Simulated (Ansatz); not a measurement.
One change: `C[N]([GeH3])[Si](C)(C)C` becomes `C[Si](C)(C)[N]([SiH3])[GeH3]`.

Ansatz, PBE0-D4/def2-TZVP geometries, multiplicity 1. Each molecule was computed in one conformer, which needn't be the lowest.

Scalar relativity is left out up to krypton.

```csv
property,`C[N]([GeH3])[Si](C)(C)C`
HOMO–LUMO gap (PBE0/def2-TZVPP) / eV,7.06
HOMO–LUMO gap (PBE/def2-TZVPP) / eV,4.97
size of the dipole moment (ωB97M-V/def2-TZVPP) / D,0.30
LUMO energy (PBE/def2-TZVPP) / eV,-0.19
LUMO energy (ωB97M-V/def2-TZVPP) / eV,2.08
size of the dipole moment (B3LYP/def2-TZVPP) / D,0.35
```

(1) What does the change do to each property? (Best estimate.)

Answers

(1) Ansatz gave: 
```
                                          property  `C[Si](C)(C)[N]([SiH3])[GeH3]`  shift
              HOMO–LUMO gap (PBE0/def2-TZVPP) / eV                            7.24   0.18
               HOMO–LUMO gap (PBE/def2-TZVPP) / eV                            5.12   0.15
size of the dipole moment (ωB97M-V/def2-TZVPP) / D                            0.96   0.66
                 LUMO energy (PBE/def2-TZVPP) / eV                           -0.71  -0.52
             LUMO energy (ωB97M-V/def2-TZVPP) / eV                            1.76  -0.32
  size of the dipole moment (B3LYP/def2-TZVPP) / D                            0.95   0.60
```

With PBE0 the HOMO falls by 0.65 eV and the LUMO falls by 0.48 eV, so the gap widens by about 0.17 eV. PBE moves the HOMO by -0.67 eV and ωB97M-V by -0.61 eV. Dipoles are sizes alone; their direction can turn.

Positive LUMOs are unbound, so they and the gaps depend on the basis.

B3LYP here is the variant with VWN-RPA as its local correlation; programs differ in this.
